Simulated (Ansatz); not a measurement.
C3H6GeS can be A, `CC#C[S][GeH3]`, or B, `C1=[CH][GeH2][S]C1`.

Computed with Ansatz on PBE0-D4/def2-TZVP structures; ΔE is electronic, products minus reactants. CBS: MP2 limit from def2 TZ/QZ plus the TZ coupled-cluster correction, frozen cores. Functionals use def2-TZVPP. B3LYP here is the variant with VWN-RPA as its local correlation; programs differ in this. For Ge outer-core shells are correlated without core-valence functions, which leaves a few kJ/mol of doubt a bond. Scalar relativity is left out up to krypton.

A:

```xyz
11

C    -1.759    0.138    1.854
C    -1.166   -0.157    0.566
C    -0.674   -0.403   -0.508
S    -0.043   -0.770   -2.022
Ge    2.023    0.015   -1.669
H    -2.115   -0.773    2.343
H    -1.027    0.608    2.516
H    -2.605    0.822    1.753
H     1.934    1.513   -1.351
H     2.651   -0.756   -0.502
H     2.781   -0.236   -2.980
```

B:

Z-matrix (Å, degrees):
```
Ge
C 1 1.930
S 1 2.219 2 93.7
H 1 1.541 2 114.8 3 116.7
H 1 1.541 2 114.7 3 -116.7
C 2 1.328 1 113.8 3 0.0
H 2 1.084 1 125.1 3 -180.0
C 3 1.826 1 94.5 2 -0.1
H 6 1.090 2 121.1 1 -180.0
H 8 1.094 3 107.9 1 -122.3
H 8 1.094 3 107.9 1 122.5
```

Problem. Which is lower in electronic energy at CCSD(T)/CBS, and by how much? (Best estimate.)

Solution. Computed: B, by 35.3 kcal/mol.

Problem. Give E(B) − E(A) in kcal/mol with HF/def2-TZVPP, PBE-D4, r2SCAN-D4, MP2/def2-TZVPP, B2PLYP, PBE0-D4, B3LYP. (Best estimate.)

Solution. Computed: HF/def2-TZVPP -30.0, PBE-D4 -33.5, r2SCAN-D4 -33.8, MP2/def2-TZVPP -33.5, B2PLYP -30.5, PBE0-D4 -36.2, B3LYP -28.8. None reverses the order clearly.

Largest T1 diagnostic: 0.012.

The D4 term adds −2.4 kcal/mol with B3LYP and −1.2 kcal/mol with PBE0; it sums over pairs of atoms, weighted by their polarisabilities, and B3LYP, whose exchange is more repulsive, gets the larger term. In def2-TZVPP, CCSD(T) changes the Hartree–Fock value by −4.6 kcal/mol (the triples alone add −0.3 kcal/mol) and MP2 by −3.6 kcal/mol.
